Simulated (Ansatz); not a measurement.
C₂H₁₀N₂O₂Si (SMILES CN(C)[Si](N)(O)O), singlet, at a GFN2-xTB geometry, with bond 16-6 at 1.8 times its length; CASSCF(2,4)/STO-3G run with Ansatz (a quantum-chemistry and plane-wave program).

Here is a job for Ansatz.
Ansatz 0.2 input:
```yaml
crystal:
  periodic: [false, false, false]
  atoms:
    - {symbol: C, position_ang: [-0.81059493, 1.26740746, -1.59549094]}
    - {symbol: N, position_ang: [-0.91740699, 0.32963459, -0.50475163]}
    - {symbol: C, position_ang: [-2.02848879, -0.57365118, -0.67220904]}
    - {symbol: Si, position_ang: [0.48589373, -0.10498754, 0.40190041]}
    - {symbol: N, position_ang: [1.55184252, -1.12897665, -0.50223605]}
    - {symbol: O, position_ang: [1.24771662, 1.26080112, 0.86133501]}
    - {symbol: O, position_ang: [0.04565178, -0.88181304, 1.76713536]}
    - {symbol: H, position_ang: [-1.73272557, 1.85099139, -1.67438834]}
    - {symbol: H, position_ang: [0.01973801, 1.94224075, -1.40847879]}
    - {symbol: H, position_ang: [-0.64350835, 0.76201757, -2.55576078]}
    - {symbol: H, position_ang: [-2.94966538, 0.00081035, -0.80687323]}
    - {symbol: H, position_ang: [-2.13189638, -1.19168741, 0.21533036]}
    - {symbol: H, position_ang: [-1.90255700, -1.22786260, -1.54485272]}
    - {symbol: H, position_ang: [1.78746076, -0.82747066, -1.43379722]}
    - {symbol: H, position_ang: [2.39326562, -1.43590475, -0.03916256]}
    - {symbol: H, position_ang: [0.53219191, 2.19914427, 2.10800209]}
    - {symbol: H, position_ang: [-0.24632054, -1.78445969, 1.69480050]}
basis:
  gaussian:
    orbitals: STO-3G
hamiltonian:
  xc: hf
magnetization: {spin_polarized: false}
correlation: {active_space: {window: {electrons: 2, orbitals: 4}}}
```

What the program printed (banner, timings and long lists left out):

```
Functional definition: HF
662 factors; integrals over basis functions are off by at most 3.2e-5 eV
mean field evaluation 1: about -16899.5255 eV, gradient 3.6e1 eV
mean field evaluation 2: about -16899.8183 eV, gradient 3.6e1 eV
mean field evaluation 4: about -16905.3981 eV, gradient 3.5e0 eV
mean field evaluation 8: about -16905.4506 eV, gradient 5.8e-2 eV
mean field -16905.45059953 eV, -621.2638506067 hartree, gradient 1.6e-6 eV, S^2 0.000000; 0 other end points of the search recorded, 0 dependent functions left out
reference -16905.45059953 eV, -621.2638506067 hartree; 33, 33 occupied and 16, 16 virtual orbitals, 662 factors
state -16908.46755263 eV, -621.3747215882 hartree
Total energy: -16908.46755263 eV, -621.3747215882 hartree
```
